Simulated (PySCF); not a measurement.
Species: C4H7NSi.
Structure used (PBE0-D3(BJ)/def2-SVP), in Å, numbered top down from 1:
```xyz
13
C4H7NSi angstrom
N     -2.867   -0.294    1.390
C     -1.970   -0.169    0.667
C     -0.812   -0.011   -0.205
C     -0.033    1.331   -0.053
Si     1.534    0.350   -0.495
C      0.341   -1.036    0.018
H     -1.171   -0.098   -1.244
H     -0.402    2.165   -0.664
H     -0.010    1.646    1.002
H      1.854    0.361   -1.954
H      2.784    0.567    0.290
H      0.249   -1.986   -0.526
H      0.452   -1.256    1.092
```

The calculation used PBE0-D3(BJ)/def2-SVP geometry optimisation, gas phase (PySCF).

Masses are those of the commonest isotopes; rigid-rotor values at the optimised geometry. The values belong to one conformer with, in the numbering `[N:1]#[C:2][CH:3]1[CH2:4][SiH2:5][CH2:6]1`, C2–C3–C4–Si5 148°, C3–C4–Si5–C6 -19°, C4–Si5–C6–C3 19°, C2–C3–C6–Si5 -148°.

Task: What are A, B and C (cm⁻¹)?

Result: Ia = 60.40, Ib = 295.91, Ic = 330.99 u·Å²; 505379 MHz·u·Å²/I gives 8367, 1708 and 1527 MHz, that is A = 0.27911, B = 0.05697, C = 0.05093 cm⁻¹.

Task: Classify the top.

Result: A near-prolate asymmetric top: κ = (2 × 1708 − 8367 − 1527)/(8367 − 1527) = -0.95.

Task: What does the inertial defect say?

Result: Not planar: Δ = Ic − Ia − Ib = -25.31 u·Å². For a rigid frame Δ = −2 Σ m c², so Σ m c² = 12.66 u·Å² lies off the ab plane: 8.50 from hydrogen and 4.16 from heavier atoms. The atom farthest from that plane is 1.59 Å away.

Task: Predict some low-J microwave lines.

Result: The dipole components are |μa| = 3.76 D, |μb| = 0.00 D, |μc| = 0.74 D; the mirror of this Cs structure is the ac plane, so μb vanishes by symmetry and there are no b-type lines. Intensities carry the squares of the components, which stand as 1.00 : 0.04 (a : c). Some lines, for components of 0.1 D or more:

```tsv
type	branch	J(Ka,Kc)	MHz	lower level (cm⁻¹)
a	Q	3(1,2) ← 3(1,3)	1086	0.854
a	R	1(0,1) ← 0(0,0)	3235	0.000
c	Q	3(1,3) ← 3(0,3)	6223	0.647
a	R	2(0,2) ← 1(0,1)	6466	0.108
c	Q	2(1,2) ← 2(0,2)	6482	0.324
c	Q	1(1,1) ← 1(0,1)	6660	0.108
a	R	3(1,3) ← 2(1,2)	9430	0.540
a	R	3(0,3) ← 2(0,2)	9690	0.324
a	R	3(2,2) ← 2(2,1)	9704	1.224
a	R	3(1,2) ← 2(1,1)	9973	0.558
a	R	4(2,3) ← 3(2,2)	12936	1.548
a	R	4(3,1) ← 3(3,0)	12946	2.674
a	R	4(1,3) ← 3(1,2)	13294	0.891
c	R	4(1,3) ← 3(0,3)	20603	0.647
c	R	2(2,1) ← 1(1,1)	26810	0.330
c	Q	4(3,2) ← 4(2,2)	33708	1.981
c	Q	3(3,1) ← 3(2,1)	33735	1.549
c	R	3(3,0) ← 2(2,0)	43453	1.224
c	R	3(3,1) ← 2(2,1)	43457	1.224
c	R	4(3,2) ← 3(2,2)	46699	1.548
c	Q	4(4,1) ← 4(3,1)	47244	3.106
c	R	4(4,0) ← 3(3,0)	60190	2.674
```

Task: Estimate the classical rotational partition function at 25 K, 100 K and 500 K.

Result: Point group Cs, symmetry number σ = 1; q = (√π/σ)·√((kT/h)³/(ABC)), k/h = 20836.6 MHz/K: 4510 at 25 K, 36100 at 100 K, 404000 at 500 K.

PBE0-D3(BJ)/def2-SVP frequencies: not computed here. Constants of a rigid frame at the computed geometry: no zero-point averaging, no centrifugal distortion. Quadrupole hyperfine structure (14N) is left out.
